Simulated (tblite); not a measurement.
Task: What does the GFN2-xTB structure of `CO/C(F)=C(\F)C(=O)Cl` look like in three dimensions?

Result: 
```
atom  x, y, z in Å
C1    -2.309    0.047   -0.399
O2    -1.178    0.205    0.452
C3     0.016   -0.013   -0.046
F4     0.062   -0.370   -1.326
C5     1.165    0.105    0.665
F6     1.052    0.470    1.959
C7     2.490   -0.134    0.123
O8     2.761   -0.458   -0.992
Cl9    3.747    0.113    1.330
H10   -3.170    0.275    0.223
H11   -2.260    0.738   -1.243
H12   -2.375   -0.977   -0.772
```

Orientation and origin are arbitrary. Atoms count from 1 in this order. The C–O distances run from 1.192 Å (C7=O8, drawn double) to 1.424 Å (C1–O2, drawn single), a spread of 0.232 Å. The 9 heavy atoms lie in one plane (0.001 Å rms). Of the pairs four or more bonds apart, F4···O8 is among the closest relative to their van der Waals radii: 2.72 Å, 91 % of the sum of Bondi's values. The C–C distances run from 1.357 Å (C3=C5, drawn double) to 1.452 Å (C5–C7, drawn single), a spread of 0.095 Å.

Bonds between heavy atoms (Å): C1–O2 1.424, O2–C3 1.312, C3–F4 1.330, C3=C5 1.357, C5–F6 1.349, C5–C7 1.452, C7=O8 1.192, C7–Cl9 1.760.

Structure optimised with GFN2-xTB, isolated species.

Point group: Cs (tolerance 0.08 Å). Its GFN2-xTB frequencies are all real (lowest 48 cm⁻¹). The numbers are those of one conformer (C1–O2–C3–F4 0°, C3–C5–C7–O8 0°).

All values are computed, not measured.
